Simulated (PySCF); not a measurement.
Species: C₂H₈S₃Si₂.
Numbering: `[SiH3:1][S:2][C@@H:3]1[CH2:4][S:5][SiH2:6][S:7]1` (hydrogens: H8, H9, H10 on Si1; H11 on C3; H12, H13 on C4; H14, H15 on Si6)

Cartesian coordinates in Å at the PBE0-D3(BJ)/def2-SVP level; atoms count from 1:
```
atom  x, y, z in Å
Si1   -3.0558   -0.0238    0.3690
S2    -2.3204   -0.2189   -1.6529
C3    -0.5159   -0.0250   -1.4403
C4     0.1279   -1.2951   -0.9143
S5     1.9400   -1.1104   -0.7572
Si6    1.8325    0.7964    0.2213
S7    -0.1481    1.4206   -0.3616
H8    -2.2664   -0.8513    1.3278
H9    -3.1181    1.3866    0.8418
H10   -4.4392   -0.5712    0.2537
H11   -0.1380    0.1957   -2.4500
H12   -0.0393   -2.1153   -1.6286
H13   -0.3125   -1.5854    0.0511
H14    1.9214    0.7545    1.7100
H15    2.9209    1.6735   -0.2953
```

Level: B3LYP/def2-SVPD in PySCF, non-relativistic, on one gas-phase PBE0-D3(BJ)/def2-SVP geometry that isn't relaxed in the solvent. The solvent is an IEF-PCM continuum (cavity from Bondi-type radii × 1.2), and excitations are vertical TDDFT with non-equilibrium linear response and a frozen core. Only the electrostatic response of the medium enters.

Gas-phase singlets (H = HOMO, L = LUMO):

| state | E (eV) | λ (nm) | f | leading configuration |
| --- | --- | --- | --- | --- |
| S1 | 4.837 | 256 | 0.001 | H→L 91% |
| S2 | 5.063 | 245 | 0.003 | H-1→L 84% |
| S3 | 5.160 | 240 | 0.004 | H→L+1 44% |
| S4 | 5.287 | 234 | 0.011 | H-2→L 44% |
| S5 | 5.420 | 229 | 0.009 | H-1→L+1 91% |

Q: How does the list change in chloroform (ε = 4.711)?

A: 
```csv
state,E (eV),λ (nm),f,leading configuration,change by rank (eV)
S1,4.885,254,0.001,H→L 89%,+0.048
S2,5.095,243,0.004,H-1→L 84%,+0.032
S3,5.210,238,0.005,H→L+1 45%,+0.050
S4,5.348,232,0.016,H-2→L 45%,+0.061
S5,5.462,227,0.013,H-1→L+1 92%,+0.042
```

Q: The ground-state energy changes by -0.115 eV from gas to chloroform. By how much does the total energy of gas-phase S5 change?

A: E(S5) = E(S0) + excitation energy, so it changes by -0.115 + 0.042 = -0.073 eV: it is lowered less than the ground state, which is what a blue shift means. This is the vertical state, with the slow part of the continuum still set for S0.

Q: How do the frontier levels move from gas to chloroform?

A: 
```tsv
orbital	gas (eV)	solvent (eV)	change (eV)	Löwdin shares, gas	Löwdin shares, solvent
LUMO+2	-0.26	-0.14	+0.12	S2 24 %, Si1 20 %, H8 10 %, S5 10 %	S2 24 %, Si1 20 %, S5 10 %, Si6 10 %
LUMO+1	-0.80	-0.68	+0.12	Si6 24 %, S5 23 %, S7 11 %, S2 10 %	Si6 23 %, S5 22 %, S7 12 %, S2 12 %
LUMO	-1.09	-0.96	+0.13	S7 28 %, Si6 15 %, S5 13 %, C3 12 %	S7 28 %, Si6 14 %, S5 14 %, C3 12 %
HOMO	-6.94	-6.88	+0.06	S2 37 %, S5 23 %, S7 14 %, C3 5 %	S2 34 %, S5 25 %, S7 16 %, C3 5 %
HOMO-1	-7.20	-7.12	+0.08	S5 35 %, S7 28 %, Si6 10 %, C4 6 %	S5 32 %, S7 31 %, Si6 10 %, C4 5 %
HOMO-2	-7.33	-7.27	+0.06	S7 29 %, S2 29 %, S5 14 %, C3 8 %	S2 33 %, S7 25 %, S5 16 %, C3 8 %
HOMO-3	-8.63	-8.57	+0.06	S5 28 %, S2 26 %, S7 16 %, C3 8 %	S5 28 %, S2 25 %, S7 16 %, C3 8 %
```

The HOMO–LUMO gap goes from 5.84 to 5.91 eV.
